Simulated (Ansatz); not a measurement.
Mulliken charges of CH$_{3}$AlO$_{2}$S, SMILES `O[CH]1[S][Al]1[OH]` from r2SCAN/def2-TZVPP in Ansatz (PBE0-D4/def2-TZVP geometry).

```tsv
atom	x (Å)	y (Å)	z (Å)	charge (e)
O1	-0.017	1.793	0.704	-0.325
C2	0.488	0.809	-0.114	0.000
S3	1.434	-0.665	0.845	-0.301
Al4	-0.355	-0.904	-0.241	0.530
O5	-1.617	-1.859	-0.798	-0.395
H6	0.695	2.375	0.991	0.202
H7	1.209	1.179	-0.843	0.091
H8	-1.745	-2.785	-0.599	0.197
```

**Question.** By hand: the dipole of these point charges (1 e Å = 4.8032 D).

**Answer.** Σ q r = (-0.069, -0.089, -0.290) e Å, of length 0.311 e Å = 1.49 D.

**Question.** How does the dipole of the full density compare? (Best estimate.)

**Answer.** Computed: (-0.106, -0.116, -0.196) e Å, 1.21 D; the point charges give 1.23 times that, at 18° from its direction.

Point charges leave out the atoms' own dipoles, such as those of lone pairs, and Mulliken's split depends on the basis, so the two needn't agree.
